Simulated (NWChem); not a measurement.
dimethyl telluride (C₂H₆Te); SMILES C[Te]C

Program: NWChem. Medium grid unless said otherwise, to which SCAN and Minnesota functionals are sensitive. The geometry was optimised at PBE0/def2-SVP. def2 effective core potentials on Te; no spin-orbit coupling. Total energies of different functionals are on different scales.

| level | energy (Ha) | highest occupied level (eV) | orbital gap (eV) | dipole (D) |
|---|---|---|---|---|
| B3LYP/def2-SVP | -347.8591 | -5.32 | 4.96 | 1.13 |
| PBE/def2-SVP | -347.6391 | -4.48 | 3.49 | 1.16 |
| PW6B95/def2-SVP | -348.0309 | -5.61 | 5.52 | 1.10 |
| MN15-L/def2-SVP | -346.7530 | -4.70 | 4.01 | 1.05 |
| M06-L/def2-SVP | -347.9206 | -4.57 | 3.83 | 0.97 |
| BP86/def2-SVP | -347.8972 | -4.59 | 3.50 | 1.20 |
| BLYP/def2-SVP | -347.6531 | -4.29 | 3.43 | 1.09 |
